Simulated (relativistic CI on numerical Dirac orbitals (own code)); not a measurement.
## Mn3+ in a cubic cluster: L2,3 absorption with charge transfer

Computed with a charge-transfer multiplet model of a cubic metal-ligand cluster with up to one ligand hole, Slater and spin-orbit integrals from Dirac-Coulomb-Breit ions, Slater integrals scaled by 0.8. The parameters are those of a tetrahedral site (10Dq negative, t2 hopping the larger). The ground state mixes d4 with configurations of k ligand holes L, whose averages lie at kΔ + k(k − 1)U_dd/2; a core hole lowers each added d electron by U_cd. 300 K, Lorentzian 0.4 eV and Gaussian 0.3 eV FWHM.

Atomic integrals in eV (Slater integrals scaled, ζ unscaled), ground: F2dd 9.084, F4dd 5.682, zeta_d 0.043; with the core hole: F2dd 9.718, F4dd 6.082, zeta_d 0.060, zeta_core 6.788, F2cd 5.619, G1cd 4.209, G3cd 2.391.

Cluster parameters (eV): Δ = 5.2, U_dd = 6.8, 10Dq = -0.2, 10Dq(ligand) = 0, V(eg) = 1.3, V(t2g) = -2.21, final-state hopping factor = 1.

| Case | n_d | d4 | d5L | S |
| --- | --- | --- | --- | --- |
| U_cd = 7.9 eV | 4.26 | 0.74 | 0.26 | 2.00 |
| U_cd = 9.1 eV | 4.26 | 0.74 | 0.26 | 2.00 |
| U_cd = 9.7 eV | 4.26 | 0.74 | 0.26 | 2.00 |

Weights, n_d and S are thermal averages at 300 K. Photon energies count from the first peak over 30 % of the highest in each spectrum, which can be another peak from case to case. The parameters are a model scan and need not match a compound or its usual spin state. Peaks in eV (height, largest 100):
- U_cd = 7.9 eV: -2.9 (7), -2.3 (8), 0.0 (100), 0.9 (87), 5.3 (9), 7.0 (17), 8.3 (17), 9.7 (16), 11.1 (31), 12.0 (33)
- U_cd = 9.1 eV: -2.7 (7), 0.0 (100), 0.8 (89), 4.1 (11), 5.1 (11), 7.0 (18), 8.3 (16), 9.8 (18), 11.0 (29), 11.9 (35)
- U_cd = 9.7 eV: -2.7 (7), 0.0 (100), 0.8 (89), 2.6 (29), 4.0 (11), 4.8 (12), 5.8 (7), 7.1 (18), 8.4 (16), 9.7 (20), 11.9 (35)

For the case U_cd = 7.9 eV, Δ = 5.2 eV is smaller than U_dd = 6.8 eV, the charge-transfer side of the Zaanen-Sawatzky-Allen scheme. With the core hole the configuration with one ligand hole lies at Δ + U_dd − U_cd = 4.1, 2.9, 2.3 eV from the one without, in the order of the table; where this is negative the screened configuration lies lower, though the effective hopping of about 4.7 eV (from the holes of the mixed ground state) mixes the two strongly wherever it is as large as the gap.

With at most 1 ligand hole the space is cut while the next configuration still counts, so covalency is underestimated, and a final configuration with one more ligand hole, which can lie low, is missing from the spectra.
